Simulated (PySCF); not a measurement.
UHF on Rh (rhodium, neutral)

Configuration: [Kr] 4d7 5s1 6s1, high-spin 6F determinant (an excited configuration). Computed with PySCF 2.14 in x2c-TZVPPall with one added diffuse shell each of s, p, d, f type (9s7p7d3f1g, 95 functions), with scalar relativity by spin-free X2C-1e.

- Total energy: -4780.993135 hartree
- One-electron energy: -6582.4075 hartree
- Hartree (Coulomb) energy: 1938.8802 hartree
- Exchange energy: -137.4658 hartree
- ⟨S²⟩: 8.7541
- ⟨L²⟩: 12.052
- Sum of ⟨r⟩: 37.63 bohr
- Sum of ⟨r²⟩: 113.0 bohr²
- Langevin diamagnetic susceptibility: -89.5 ×10⁻⁶ cm³/mol

| shell | electrons | mean orbital energy (hartree) | spread (hartree) | rms radius, mean of both spins (bohr) |
| --- | --- | --- | --- | --- |
| 1s α | 1 | -858.08449 | 0 | 0.0374 |
| 1s β | 1 | -858.08230 | 0 | 0.0374 |
| 2s α | 1 | -127.68375 | 0 | 0.154 |
| 2s β | 1 | -127.64910 | 0 | 0.154 |
| 2p α | 3 | -114.25989 | 0 | 0.137 |
| 2p β | 3 | -114.22772 | 0 | 0.137 |
| 3s α | 1 | -24.36691 | 0 | 0.415 |
| 3s β | 1 | -24.34522 | 0 | 0.415 |
| 3p α | 3 | -19.83107 | 0 | 0.419 |
| 3p β | 3 | -19.80934 | 0 | 0.419 |
| 3d α | 5 | -12.57934 | 0.01152 | 0.403 |
| 3d β | 5 | -12.53318 | 0.04313 | 0.403 |
| 4s α | 1 | -4.11280 | 0 | 1.05 |
| 4s β | 1 | -3.91247 | 0 | 1.05 |
| 4p α | 3 | -2.75051 | 0 | 1.16 |
| 4p β | 3 | -2.50596 | 0 | 1.16 |
| 4d α | 5 | -0.75961 | 0.04257 | 1.59 |
| 4d β | 2 | -0.66062 | 0 | 1.59 |
| 5s α | 1 | -0.42185 | 0 | 3.12 |
| 6s α | 1 | -0.08457 | 0 | 8.49 |

The outer electron is Rydberg-like, and this basis confines it to a smaller radius and binds it less than a complete one would.

Densities and radii are taken from the X2C orbitals without a picture-change correction, which distorts them close to the nucleus.

Spin-orbit constants ζ (cm⁻¹) from the X2C one-electron operator on these orbitals: bare nucleus, nucleus screened by l(l+1)(2l+1)/3 electrons, and screened by the Breit-Pauli mean field of the electrons.

```csv
shell,bare,screened nucleus,mean field
2p,782000,747200,n/a
3p,136400,130300,n/a
3d,19780,15380,n/a
4p,19790,18910,n/a
4d,1720,1338,n/a
```

To first order the Landé constant is A = -267.6 cm⁻¹, so the lowest level has J = 11/2 and lies 0.249 eV below the centre of the term. This holds in LS coupling only.
